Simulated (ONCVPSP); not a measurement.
Be, ONCV: configuration errors across variants

* Element: beryllium
* Generator: ONCVPSP 4.0.1
* Type: optimised norm-conserving Vanderbilt (ONCV)
* Functional: PBE
* Relativity: scalar-relativistic
* Frozen core: [He]
* Valence charge: 2
* Reference configuration: 2s1 (charge +1)
* Partial waves: 2s: rc 1.60 bohr, ncon 3, nbas 8, qcut 3.7 1/bohr, 1 projector; p scattering state at 0.07 Ha: rc 1.70 bohr, ncon 5, nbas 9, qcut 4.1 1/bohr, 3 projectors, debl 3 Ha
* Local potential: polynomial inside 1.20 bohr (lpopt 3, dvloc0 0 Ha)
* Core correction: Teter function, fcfact 3, rcfact 1.65

In the p channel the program set the typed energies aside and used 0.050, 3.050, 6.050 Ha.

All-electron excitation energies from the reference (eV): (1) 2s2 -9.551; (2) 2s1.5 -5.790; (3) 2s1 2p1 -5.938; (4) 2s0 2p2 -2.299.

Errors AE − PS in meV (a dash: test not solved or not reliable):

```
     change  (1)   (2)  (3)  (4)  bound ghosts  GHOST(+) flags above zero
       base  +10  +3.3  +15  +34          none                       none
p: qcut 2.6  +10  +3.3  +17  +41          none                       none
p: qcut 3.1  +10  +3.3  +17  +40          none                       none
p: qcut 3.6  +10  +3.3  +16  +37          none                       none
p: qcut 3.9  +10  +3.3  +16  +35          none                       none
p: qcut 4.7  +10  +3.3  +14  +31          none                       none
p: qcut 5.2  +10  +3.3  +14  +29          none                       none
  p: qcut 6  +10  +3.3  +13  +26          none                       none
```

(1) Give the same row for: p: qcut 5.7.

## Answers

(1) +10, +3.3, +13, +27; bound ghosts: none; GHOST(+) flags above zero: none.
